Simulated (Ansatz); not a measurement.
Start from `[NH2][InH][Cl]` and change one atom or group to get `[Cl][InH2]`.

Ansatz, PBE0-D4/def2-TZVP geometries, multiplicity 1. Each molecule was computed in one conformer, which needn't be the lowest.

Elements past krypton have def2 core potentials.

```tsv
property	`[NH2][InH][Cl]`
LUMO energy (ωB97M-V/def2-TZVPP) / eV	0.27
size of the dipole moment (PBE/def2-TZVPP) / D	3.03
HOMO energy (B3LYP/def2-TZVPP) / eV	-7.27
HOMO energy (PBE/def2-TZVPP) / eV	-6.16
HOMO energy (ωB97M-V/def2-TZVPP) / eV	-9.85
zero-point energy (PBE0-D4/def2-TZVP) / kJ/mol	84.2
```

Q: Give the same properties after the change, and the shifts. (Best estimate.)

A: The calculation gave: 
```csv
property,`[Cl][InH2]`,shift
LUMO energy (ωB97M-V/def2-TZVPP) / eV,-0.46,-0.73
size of the dipole moment (PBE/def2-TZVPP) / D,2.65,-0.38
HOMO energy (B3LYP/def2-TZVPP) / eV,-7.96,-0.69
HOMO energy (PBE/def2-TZVPP) / eV,-6.89,-0.73
HOMO energy (ωB97M-V/def2-TZVPP) / eV,-10.42,-0.57
zero-point energy (PBE0-D4/def2-TZVP) / kJ/mol,33.7,-50.5
```

With PBE0 the HOMO falls by 0.70 eV and the LUMO falls by 0.76 eV, so the gap narrows by about 0.06 eV. PBE moves the HOMO by -0.73 eV and ωB97M-V by -0.57 eV. The zero-point energy changes by -50.5 kJ/mol with -6 modes. Dipoles are sizes alone; their direction can turn.

B3LYP here is the variant with VWN-RPA as its local correlation; programs differ in this.
